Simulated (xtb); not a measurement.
C₄HCoO₄ (SMILES [O+]#[C-]->[CoH](<-[C-]#[O+])(<-[C-]#[O+])<-[C-]#[O+]), singlet, at a GFN2-xTB geometry (such geometries of metal compounds can be far from the true shape). Base run: xtb with GFN2-xTB.

Input for xtb:
```
$ xtb mol.xyz --gfn 2 --json

# file mol.xyz
10

Co     0.16866841    -0.21594632     0.06853971
O      2.11576714     0.29848456    -2.06833429
C      1.35421924     0.10880843    -1.24378571
O      0.72658796     0.75338840     2.78353125
C      0.50304980     0.38753436     1.72901993
O     -1.56131369     1.99895132    -0.63445186
C     -0.88158165     1.12868977    -0.35823750
O     -1.88689263    -2.27515241    -0.32693741
C     -1.09826619    -1.46809481    -0.17680757
H      1.02823552    -1.31645086     0.41783143
```

Variants of this job, named by their change:

```tsv
change	ΔE vs base (kJ/mol)	HOMO-LUMO gap (eV)	dipole (D)	G_solv (kcal/mol)	SCF cycles
base	0.00	3.13	0.87	-	13
etemp = 3000	-0.66	3.14	0.86	-	13
etemp = 5000	(withheld)	(withheld)	(withheld)	-	13
etemp = 10000	(withheld)	(withheld)	(withheld)	-	12
gbsa = methanol	-11.08	3.13	0.81	-2.68	13
alpb = methanol	-7.08	3.15	0.85	-1.71	13
acc = 0.1	0.00	3.13	0.87	-	14
```

Problem. Some entries are withheld; supply them.

Solution. 
- etemp = 5000, ΔE vs base (kJ/mol): -14.70
- etemp = 5000, HOMO-LUMO gap (eV): 3.20
- etemp = 5000, dipole (D): 0.79
- etemp = 10000, ΔE vs base (kJ/mol): -204.5
- etemp = 10000, HOMO-LUMO gap (eV): 3.59
- etemp = 10000, dipole (D): 0.33

ALPB and GBSA are two models with their own fitted parameters for each solvent, which aren't always the measured dielectric constant.
